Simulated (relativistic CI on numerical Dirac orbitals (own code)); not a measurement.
## Crystal-field levels of Er⁴⁺, 4f10

Calculated by Dirac-Coulomb-Breit CI, orbitals from a KLI potential per configuration, model QED (radiative potential, 1s self-energy scaled to tabulated hydrogen-like ionisation energies), valence Slater integrals scaled by 0.8, one configuration in a parametric crystal field (own radial code).

Field parameters in Wybourne normalisation; cubic f-shell fields have B⁴₄ = √(5/14) B⁴₀ and B⁶₄ = −√(7/2) B⁶₀. The field is a parameter set, without covalency.

S is read from ⟨S²⟩ = S(S + 1).

Levels (cm⁻¹, degeneracy): 0 (3), 23 (2), 66 (3), 405 (3), 483 (2), 521 (3), 568 (1), 6190 (3), 6251 (2), 6281 (3), 6340 (1), 6492 (3).

Which field gives this pattern?
A. Oh, B40 = 820, B60 = 180 cm⁻¹
B. Oh, B40 = -3120, B60 = 390 cm⁻¹
C. Oh, B40 = 1410, B60 = 1130 cm⁻¹

B. Oh, B40 = -3120, B60 = 390 cm⁻¹, ground level with S = 1.93.
